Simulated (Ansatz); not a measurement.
SiCl(OAc)3 (C₆H₉ClO₆Si). Charge 0, multiplicity 1. Geometry r2SCAN-D4/def2-SVP; atoms count from 1.

Cartesian coordinates in Å:
```
Si 0.530 -0.165 -0.316
Cl 2.204 -0.684 -1.333
O -0.045 -1.403 0.647
C -0.445 -2.614 0.148
C -0.875 -3.537 1.245
O -0.435 -2.852 -1.031
H -1.161 -4.510 0.827
H -1.723 -3.092 1.788
H -0.057 -3.653 1.972
O -0.729 0.259 -1.330
C -0.656 1.301 -2.216
C -1.909 1.411 -3.027
O 0.314 2.008 -2.290
H -1.823 2.237 -3.743
H -2.768 1.573 -2.357
H -2.091 0.461 -3.552
O 0.774 1.140 0.697
C 1.686 1.135 1.718
C 1.721 2.456 2.421
O 2.346 0.163 1.978
H 2.486 2.444 3.206
H 0.732 2.665 2.856
H 1.924 3.256 1.693
```

(1) Estimate the Mulliken populations from the PBE0/def2-TZVP orbitals of Ansatz.

(2) And the Mayer bond orders between bonded heavy atoms (over 0.3)?

Results:

(1) 
```
atom  charge (e)
 Si1        0.75
 Cl2       -0.16
  O3       -0.28
  C4        0.30
  C5       -0.36
  O6       -0.31
  H7        0.15
  H8        0.15
  H9        0.16
 O10       -0.28
 C11        0.30
 C12       -0.36
 O13       -0.31
 H14        0.15
 H15        0.15
 H16        0.16
 O17       -0.28
 C18        0.30
 C19       -0.36
 O20       -0.31
 H21        0.15
 H22        0.15
 H23        0.16
```
Mulliken values and Mayer orders depend strongly on the basis.

(2) Si1–Cl2 1.22 (2.03 Å); Si1–O3 1.11 (1.67 Å); Si1–O10 1.11 (1.67 Å); Si1–O17 1.11 (1.67 Å); O3–C4 1.06 (1.37 Å); C4–C5 1.01 (1.50 Å); C4–O6 2.05 (1.20 Å); O10–C11 1.06 (1.37 Å); C11–C12 1.01 (1.50 Å); C11–O13 2.05 (1.20 Å); O17–C18 1.06 (1.37 Å); C18–C19 1.01 (1.50 Å); C18–O20 2.05 (1.20 Å).
